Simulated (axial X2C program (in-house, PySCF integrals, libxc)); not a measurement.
Potential curves of Ga₂⁺, spin-free

Computed with an axial X2C code built on PySCF integrals. Spin-free means the one-electron spin-free X2C Hamiltonian. Basis: Ga dyall-cv3z [9s9p7d4f1g] (cores contracted in-house); Gaussian nuclei, density fitting, unrestricted open shells. Masses: Ga 68.926 u.

State: M_S = 1/2, Λ = 0 (beyond evenly filled blocks: σα). Energies in kJ/mol from the fragments at the same level (Ga+ + Ga). Fits are polynomials in 1 − R0/R over 0.85 to 1.23 times the lowest point R0.

```json
{"R (Å)": "2.8545", "CCSD(T)": "", "PBE0": "-137.97"}
{"R (Å)": "2.9857", "CCSD(T)": "-124.20", "PBE0": "-145.51"}
{"R (Å)": "3.0841", "CCSD(T)": "-127.56", "PBE0": "-148.70"}
{"R (Å)": "3.1826", "CCSD(T)": "-129.12", "PBE0": "-150.30"}
{"R (Å)": "3.2810", "CCSD(T)": "-129.28", "PBE0": "-150.68"}
{"R (Å)": "3.3958", "CCSD(T)": "-128.13", "PBE0": "-149.94"}
{"R (Å)": "3.5107", "CCSD(T)": "-125.91", "PBE0": "-148.24"}
{"R (Å)": "3.6583", "CCSD(T)": "-121.90", "PBE0": "-145.07"}
{"R (Å)": "3.8388", "CCSD(T)": "", "PBE0": "-140.16"}
{"R (Å)": "4.1013", "CCSD(T)": "", "PBE0": "-131.99"}
```

Correlated methods: 5 electrons correlated (number of frozen shells: Ga 3 s, 2 p, 1 d), 323 virtual spin orbitals or spinors in MP2, 89 natural virtuals in coupled cluster.

The state is a single determinant with fixed occupations, the lowest that a limited PBE0 search found. Dissociation energies refer to the lowest single-determinant-based atoms at the same level and basis. Coupled cluster ran in a truncated set of natural virtual spinors; the MP2 energy of the rest was added. (T) has no such correction and the atoms are truncated less, which lowers De at CCSD(T) by a hundredth of an eV or more. With the outer-core shells frozen, correlated bond lengths of heavy atoms tend to come out a few hundredths of an ångström too long. Spin-free De lacks the spin–orbit lowering of the heavy p-block atom, a tenth of an eV or more for 4p and 5p, up to an eV for 6p and one to two eV for 7p atoms, less what an open-shell molecule gains itself. Coupled cluster ran on the points near the minimum only. MP2 and coupled cluster on one determinant become unreliable at the stretched end.

Question: What are Re, ωe and De at the CCSD(T) level?

Answer: At CCSD(T), spin-free: Re = 3.244 Å, ωe ≈ 99.6 cm⁻¹, De = 1.34 eV to Ga+ + Ga; Be follows as 0.0465 cm⁻¹.

Question: Fit the PBE0 curve near its minimum: give the equilibrium distance, the harmonic wavenumber and the well depth.

Answer: At PBE0, spin-free: Re = 3.267 Å, ωe ≈ 90.9 cm⁻¹, De = 1.56 eV to Ga+ + Ga; Be follows as 0.0458 cm⁻¹.
